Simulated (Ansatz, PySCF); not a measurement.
Energy landscape of H3P (cation, charge +1), doublet: umbrella (inversion) coordinate, bond length relaxed. Scanned: angle between the P-H bonds and the threefold axis (90 = planar). Other coordinates (P-H bond length) were minimised at PBE0/def2-TZVP.

Levels: UKS-PBE/cc-pVTZ = unrestricted PBE/cc-pVTZ (Ansatz, a quantum-chemistry and plane-wave program); wB97X-V = unrestricted wB97X-V/cc-pVTZ (PySCF); CCSD(T) on UHF/cc-pVTZ, 5 core orbitals frozen (PySCF).

Energies relative to the lowest point of each profile, in kcal/mol; the last columns give the difference from CCSD(T):

```csv
a / °,UKS-PBE/cc-pVTZ,wB97X-V,CCSD(T),UKS-PBE/cc-pVTZ − CCSD(T),wB97X-V − CCSD(T)
90,2.2,3.0,2.9,-0.7,0.1
93,2.1,2.7,2.7,-0.6,0.1
96,1.5,2.1,2.0,-0.4,0.1
99,0.9,1.2,1.1,-0.3,0.1
102,0.3,0.4,0.4,-0.1,0.0
105,0.0,0.0,0.0,0.0,0.0
108,0.3,0.3,0.3,0.0,0.0
111,1.4,1.4,1.5,-0.1,-0.1
114,3.5,3.7,3.8,-0.3,-0.1
117,6.6,7.1,7.3,-0.6,-0.2
120,11.0,11.9,12.0,-1.0,-0.2
123,16.7,18.0,18.2,-1.5,-0.1
126,23.8,25.7,25.8,-1.9,-0.1
129,32.4,35.0,34.9,-2.5,0.1
132,42.6,46.0,45.5,-3.0,0.4
```

UKS-PBE/cc-pVTZ is furthest from CCSD(T) at 132 (-3.0 kcal/mol, below); its mean absolute difference over the points is 0.9 kcal/mol.

wB97X-V is furthest from CCSD(T) at 132 (0.4 kcal/mol, above); its mean absolute difference over the points is 0.1 kcal/mol.
